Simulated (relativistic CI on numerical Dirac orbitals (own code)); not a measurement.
**Ce3+: M4,5 absorption edge**

Computed with this model: Dirac-Coulomb-Breit CI, separate exchange-only KLI orbitals for each configuration, model QED (radiative potential, 1s self-energy scaled to tabulated hydrogen-like ionisation energies), valence Slater integrals scaled by 0.8, multiplet model of core-to-valence dipole absorption; configurations [Xe] 4f → [Ar] 3d9 4s2 4p6 4d10 4f2 5s2 5p6; 300 K; Lorentzian 0.9 eV and Gaussian 0.4 eV FWHM. Energies are those of the free ion, without screening or charge transfer. The branching ratio is the share of the lower-energy edge in the whole absorption, uncertain by about 0.02 where the edges overlap. S is read from ⟨S²⟩ = S(S + 1).

free ion: ground-state S = 0.50, centroid 893.37 eV, branching ratio 0.476. Peaks (eV, height): 884.8 (93), 899.1 (18), 900.5 (44), 902.2 (100), 905.0 (8).

The statistical ratio of this edge is 3/5 = 0.600. Values above it arise where the holes sit mainly in the j = l + 1/2 valence subshell or the ground state has high spin; values below it where core-valence Coulomb terms move weight to the upper edge, as in nearly empty shells.

Strongest unbroadened transitions for free ion:

```tsv
Energy (eV)	Relative strength
881.81	2.5
882.27	2.3
883.34	17.4
883.48	23.5
883.71	16.3
884.04	29.6
884.75	76.3
884.97	43.7
898.80	8.2
899.04	6.3
899.66	2.8
900.42	46.6
901.22	5.1
902.09	100.0
902.45	2.8
902.53	47.7
902.99	8.1
905.11	6.6
```
